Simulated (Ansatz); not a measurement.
`F[CH2][Al]1[CH2][CH2]1` and `[Cl][Al]1[CH2][CH2]1` differ in one atom or group.

Ansatz, PBE0-D4/def2-TZVP geometries, multiplicity 1. Each molecule was computed in one conformer, which needn't be the lowest. `F[CH2][Al]1[CH2][CH2]1` holds a close contact that its SMILES doesn't draw: Al···F 2.09 Å.

```json
{"property": "HOMO energy (PBE/def2-TZVPP) / eV", "`F[CH2][Al]1[CH2][CH2]1`": "-4.57"}
{"property": "LUMO energy (PBE/def2-TZVPP) / eV", "`F[CH2][Al]1[CH2][CH2]1`": "-1.36"}
{"property": "LUMO energy (PBE0/def2-TZVPP) / eV", "`F[CH2][Al]1[CH2][CH2]1`": "-0.44"}
{"property": "ideal-gas entropy at 298 K and 1 bar (rigid rotor, harmonic PBE0-D4/def2-TZVP) / J/(mol·K)", "`F[CH2][Al]1[CH2][CH2]1`": "352"}
{"property": "HOMO–LUMO gap (B3LYP/def2-TZVPP) / eV", "`F[CH2][Al]1[CH2][CH2]1`": "4.80"}
{"property": "zero-point energy (PBE0-D4/def2-TZVP) / kJ/mol", "`F[CH2][Al]1[CH2][CH2]1`": "210.2"}
```

(1) What does the change do to each property? (Estimate.)

## Answers

(1) Computed: 
```tsv
property	`[Cl][Al]1[CH2][CH2]1`	shift
HOMO energy (PBE/def2-TZVPP) / eV	-5.06	-0.49
LUMO energy (PBE/def2-TZVPP) / eV	-1.82	-0.46
LUMO energy (PBE0/def2-TZVPP) / eV	-0.98	-0.54
ideal-gas entropy at 298 K and 1 bar (rigid rotor, harmonic PBE0-D4/def2-TZVP) / J/(mol·K)	308	-44
HOMO–LUMO gap (B3LYP/def2-TZVPP) / eV	4.77	-0.03
zero-point energy (PBE0-D4/def2-TZVP) / kJ/mol	138.8	-71.4
```

The zero-point energy changes by -71.4 kJ/mol with -9 modes. Modes under 60 cm⁻¹, often nearly free rotors, make the harmonic entropy too high.

Positive LUMOs are unbound, so they and the gaps depend on the basis.

B3LYP here is the variant with VWN-RPA as its local correlation; programs differ in this.
